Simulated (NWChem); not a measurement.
CH2NO, doublet; SMILES [NH]C=O

```xyz
5

N      0.1862    -1.1364    -0.0264
C     -0.4472     0.0356     0.0288
O      0.2369     1.0876    -0.0144
H      1.1755    -1.0713     0.2778
H     -1.5611     0.0510    -0.0381
```
Atoms are numbered in this order, from 1.

All runs: NWChem. Pople sets run with spherical d functions. Spin-unrestricted. Geometry: optimised at PBE-D3(BJ)/def2-SVP, spin-unrestricted. No stability test was run on the SCF state. Solvent water, SMD (1 M gas to 1 M solution), gas-phase geometry. Reactions with the solvent are ignored.

For level M06-2X/6-31G*:

```
Property                Value
----------------------  -----
dipole in solution (D)   1.80
```

### Question
What are these values for level M06-2X/3-21G?

### Answer
- dipole in solution (D): 1.64
